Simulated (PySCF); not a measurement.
Al⁺ (aluminium, charge +1) across methods

[Ne] 3s2, closed-shell 1S. Computed with PySCF 2.14 in aug-cc-pCVQZ-DK (10s9p7d5f3g, 134 functions), with scalar relativity by spin-free X2C-1e.

```json
{"method": "r2SCAN", "E (hartree)": "-242.5506", "mean ε 2s (eV)": "-120.08", "mean ε 2p (eV)": "-79.795", "mean ε 3s (eV)": "-14.959", "Σ⟨r²⟩ (bohr²)": "16.90", "⟨S²⟩": "0.000"}
{"method": "PBE", "E (hartree)": "-242.4541", "mean ε 2s (eV)": "-116.46", "mean ε 2p (eV)": "-77.964", "mean ε 3s (eV)": "-14.806", "Σ⟨r²⟩ (bohr²)": "16.79", "⟨S²⟩": "0.000"}
{"method": "B97-3", "E (hartree)": "-242.5656", "mean ε 2s (eV)": "-123.85", "mean ε 2p (eV)": "-83.086", "mean ε 3s (eV)": "-15.785", "Σ⟨r²⟩ (bohr²)": "16.75", "⟨S²⟩": "0.000"}
{"method": "MN15", "E (hartree)": "-242.6074", "mean ε 2s (eV)": "-120.12", "mean ε 2p (eV)": "-83.571", "mean ε 3s (eV)": "-16.124", "Σ⟨r²⟩ (bohr²)": "17.08", "⟨S²⟩": "0.000"}
{"method": "UHF", "E (hartree)": "-242.11020", "mean ε 2s (eV)": "-142.46", "mean ε 2p (eV)": "-95.806", "mean ε 3s (eV)": "-17.781", "Σ⟨r²⟩ (bohr²)": "17.23", "⟨S²⟩": "0.000"}
{"method": "PBE0", "E (hartree)": "-242.4722", "mean ε 2s (eV)": "-123.26", "mean ε 2p (eV)": "-82.709", "mean ε 3s (eV)": "-15.763", "Σ⟨r²⟩ (bohr²)": "16.83", "⟨S²⟩": "0.000"}
{"method": "LDA", "E (hartree)": "-241.5332", "mean ε 2s (eV)": "-115.85", "mean ε 2p (eV)": "-78.086", "mean ε 3s (eV)": "-14.915", "Σ⟨r²⟩ (bohr²)": "16.72", "⟨S²⟩": "0.000"}
{"method": "wB97X-V", "E (hartree)": "-242.5472", "mean ε 2s (eV)": "-124.88", "mean ε 2p (eV)": "-84.741", "mean ε 3s (eV)": "-17.989", "Σ⟨r²⟩ (bohr²)": "16.89", "⟨S²⟩": "0.000"}
```
